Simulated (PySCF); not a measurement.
FH2NPb, neutral, multiplicity 1. Atoms are numbered in the order given.

```xyz
5

Pb     0.2606     0.0797     0.0000
F     -1.5207     1.1446     0.0000
N     -0.7853    -1.7650     0.0000
H     -1.7961    -1.7888     0.0000
H     -0.3882    -2.6935     0.0000
```
Charge 0, spin multiplicity 1.

Geometry: B3LYP-D3(BJ)/def2-TZVP. The def2 effective core potentials stand for the cores of Pb; spin–orbit coupling is left out. Other conformers were not sampled.

Computed with M06-2X/def2-TZVPD run with PySCF.

Isolated molecule, no solvent.

```json
{
  "total_energy": "-348.60596 hartree",
  "point_group": "Cs",
  "highest_occupied_level": "-8.46 eV",
  "lowest_empty_level": "-1.33 eV",
  "orbital_gap": "7.13 eV",
  "dipole_moment": "4.16 D",
  "quadrupole, principal values (traceless, Buckingham form, about the centre of nuclear charge)": "-7.65, 3.56, 4.10 D·Å",
  "mean_static_polarisability": "50.4 bohr³ (7.46 Å³)",
  "polarisability_principal_values": "40.6, 48.4, 62.0 bohr³"
}
```
